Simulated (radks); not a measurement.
Initial-state core-level shifts of the silver ion Ag+ when its valence configuration changes from [Kr] 4d10. All-electron calculation, Dirac Kohn-Sham, LDA (Slater exchange, Perdew-Wang correlation), spin-unpolarised, spherical densities, point nucleus; open shells are shared between the two j in proportion to 2j + 1. Program: a radial shooting solver on a logarithmic mesh with Libxc functionals. Shifts are changes of the shell-averaged eigenvalues in eV (positive: less bound).

4d8 5s2: 2s -10.355; 3d -10.173; 4s -9.188; 4p -8.818
4d9 5p1: 2s -6.416; 3d -6.367; 4s -5.988; 4p -5.818
4d9 5s1: 2s -4.926; 3d -4.859; 4s -4.452; 4p -4.282
4d9.5 5p0.5: 2s -3.166; 3d -3.148; 4s -2.983; 4p -2.903
4d8 5p2: 2s -13.191; 3d -13.041; 4s -12.071; 4p -11.688
4d8 5s1 5p1: 2s -11.811; 3d -11.644; 4s -10.667; 4p -10.291
4d9.5 5s0.5: 2s -2.400; 3d -2.372; 4s -2.188; 4p -2.107
4d7.5 5s1.5 5p1: 2s -14.690; 3d -14.443; 4s -13.099; 4p -12.609
4d8 5s0.5 5p1.5: 2s -12.510; 3d -12.351; 4s -11.378; 4p -10.999
